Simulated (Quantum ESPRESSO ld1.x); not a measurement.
Species: N+. Configuration: [He] 2s2 2p2. Method: Dirac Kohn-Sham, PW91, spin-unpolarised, spherical densities, point nucleus; open shells are shared between the two j in proportion to 2j + 1; computed with ld1.x of Quantum ESPRESSO 7.5. Some entries of the table are withheld. Estimate them.

| orbital | occ. | eigenvalue (eV) | <1/r> (bohr^-1) |
|---|---|---|---|
| 1s1/2 | 2 | (1) | (2) |
| 2s1/2 | 2 | (3) | 1.165 |
| 2p1/2 | 0.666667 | (4) | (5) |
| 2p3/2 | 1.33333 | (6) | (7) |

Answer. 
(1) 1s1/2 eigenvalue (eV): -402.067
(2) 1s1/2 <1/r> (bohr^-1): 6.643
(3) 2s1/2 eigenvalue (eV): -32.5233
(4) 2p1/2 eigenvalue (eV): -20.7954
(5) 2p1/2 <1/r> (bohr^-1): 1.046
(6) 2p3/2 eigenvalue (eV): -20.7712
(7) 2p3/2 <1/r> (bohr^-1): 1.045
